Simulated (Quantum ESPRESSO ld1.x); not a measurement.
The numbers below are computed, except where a source is named.
The aim is neutral boron in [He] 2s2 2p1. What will ld1.x (Quantum ESPRESSO 7.5) do with this input?

```
 &input
    zed=5.0,
    iswitch=1,
    rel=2,
    dft='PZ',
    config='[Yb] 2s2 2p1',
    lsmall=.true.,
    prefix='ld1',
    max_out_wfc=37,
    file_charge='ld1.rho',
 /
```

Answer. Refused. The program stops in el_config with "wrong core: Yb": the cores known are He, Ne, Ar, Kr, Xe, Hg and Rn.

Output (excerpt):

```
     Program LD1 v.7.5 starts

 %%%%%%%%%%%%%%%%%%%%%%%%%%%%%%%%%%%%%%%%%%%%%%%%%%%%%%%%%%%%%%%%%%%%%%%%%%%%%%
     Error in routine el_config (1):
     wrong core: Yb
 %%%%%%%%%%%%%%%%%%%%%%%%%%%%%%%%%%%%%%%%%%%%%%%%%%%%%%%%%%%%%%%%%%%%%%%%%%%%%%

     stopping ...
```

Run on one thread of a shared host, so times are rough (Intel(R) Xeon(R) Processor @ 2.60GHz): 0.17 s of CPU time, 1.1 s wall, peak memory 26 MiB.
